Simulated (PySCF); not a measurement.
FHMg. Atoms are numbered in the order given.

```xyz
3

Mg     0.0000     0.0000     0.6431
H      0.0000     0.0000     2.3323
F      0.0000     0.0000    -1.1166
```
Charge 0, spin multiplicity 1.

Coordinates come from a r2SCAN-D4/def2-TZVPD optimisation.

Computed with PySCF with TDA-ωB97X/def2-TZVPD.

Vertical excitations; the highest root listed may be one member of a degenerate set. Isolated molecule, no solvent. State labels are in the subgroup C2v.

Question: List the lowest excited states. (Estimate from the structure and the level; the computed values follow.)

Answer: 
| state | symmetry | energy (eV) | λ (nm) | f | main pairs |
|---|---|---|---|---|---|
| S1 | B1 | 6.96 | 178 | 0.283 | HOMO→LUMO+1, HOMO→LUMO+4 (degenerate set) |
| S2 | B2 | 6.96 | 178 | 0.283 | HOMO→LUMO+2, HOMO→LUMO+5 (degenerate set) |
| S3 | A1 | 7.18 | 173 | 0.377 | HOMO→LUMO 90 % |
| S4 | B2 | 7.81 | 159 | 0.086 | HOMO−1→LUMO (degenerate set) |
| S5 | B1 | 7.81 | 159 | 0.086 | HOMO−2→LUMO (degenerate set) |
| S6 | A1 | 8.67 | 143 | 0.000 | HOMO−3→LUMO 81 % |
| S7 | A1 | 8.73 | 142 | 0.055 | HOMO→LUMO+3 77 % |
| S8 | A1 | 8.83 | 140 | 0.000 | HOMO−2→LUMO+1, HOMO−1→LUMO+2, HOMO−2→LUMO+4, HOMO−1→LUMO+5 (degenerate set) |
| S9 | A2 | 8.83 | 140 | 0.000 | HOMO−2→LUMO+2, HOMO−1→LUMO+1, HOMO−2→LUMO+5, HOMO−1→LUMO+4 (degenerate set) |
| S10 | A2 | 8.86 | 140 | 0.000 | HOMO−1→LUMO+1 41 %, HOMO−2→LUMO+2 41 %, HOMO−1→LUMO+4 7 %, HOMO−2→LUMO+5 7 % |
| T1 | A1 | 5.77 | 215 | 0 | HOMO→LUMO 87 % |
| T2 | B2 | 6.57 | 189 | 0 | HOMO→LUMO+2, HOMO→LUMO+5 (degenerate set) |
| T3 | B1 | 6.57 | 189 | 0 | HOMO→LUMO+1, HOMO→LUMO+4 (degenerate set) |
| T4 | B1 | 7.71 | 161 | 0 | HOMO−2→LUMO 94 % |
Triplets are in the Tamm–Dancoff approximation.
